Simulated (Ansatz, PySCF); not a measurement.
C2H5FSi2, SMILES [SiH3][Si@@H](C#C)F.

The structure is a stationary point at B3LYP-D3(BJ)/def2-SVP. The structure was generated by enumeration; whether it is a known compound was not checked.

Vertical ionisation energy (IE) and electron affinity (EA) in eV. Rows of orbital energies are one-electron estimates. Where ΔSCF, EOM or ADC give a negative EA the extra electron is unbound and the value depends on the basis.

| level | IE | EA |
|---|---|---|
| −ε(HOMO), −ε(LUMO), ωB97X/def2-TZVP (PySCF) | 10.37 | -0.94 |
| −ε(HOMO), −ε(LUMO), PBE/def2-TZVP (PySCF) | 6.92 | 2.06 |
| ΔSCF, PBE0/def2-SVPD (Ansatz), final states of multiplicity 2 and 2 | 10.01 | -0.47 |
| ΔSCF, PBE/def2-SVPD (Ansatz), final states of multiplicity 2 and 2 | 9.69 | -0.34 |

Task: What vertical singlet–triplet gap does ΔSCF give with PBE0/def2-SVPD (Ansatz, a quantum-chemistry and plane-wave program) and with PBE/def2-SVPD (Ansatz)? (An estimate is asked for; the answer gives what the named calculation found.)

Result: 4.80 and 4.66 eV (triplet above singlet where positive).
